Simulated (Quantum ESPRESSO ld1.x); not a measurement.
Results of a calculation; reference values are marked as such.
K10+, configuration [He] 2s2 2p5.

Level of theory: non-relativistic Kohn-Sham, PW91, spin-unpolarised, spherical densities, point nucleus (ld1.x of Quantum ESPRESSO 7.5).

Energy parts (eV):
part                    energy
total                 -15045.9
kinetic                15036.2
electron-nucleus      -33136.4
Hartree                 3764.0
exchange-correlation    -709.7

Orbitals (lengths in bohr, moments of r in powers of bohr; <r^-3> diverges for s and p1/2; r(90%) holds 90 % of the orbital's charge):
orbital,occ.,eigenvalue (eV),<r^2>,<r^-3>,r(90%),<1/r>
1s,2,-3796.45,0.008903,-,0.145,18.56
2s,2,-602.845,0.1674,-,0.583,3.900
2p,5,-537.835,0.1373,166.1,0.548,3.835

The highest occupied level is 2p at -537.83 eV. For comparison, the ionisation energy in NIST's Atomic Spectra Database is 566 eV (semi-empirical). In exact Kohn-Sham theory the highest level is minus the ionisation energy, but local and semilocal functionals leave it too shallow, through self-interaction and a potential that decays too fast; potentials with the right tail come closer. The density falls to 0.001 e/bohr^3 at r = 1.20 bohr. Summed over all electrons, <r^2> = 1.039 bohr^2, which gives a Langevin (diamagnetic) susceptibility term of -0.823 x 10^-6 cm^3/mol.

Beside tabulated values, note that spin-unpolarised runs miss the spin-polarisation part of the exchange energy of open shells.
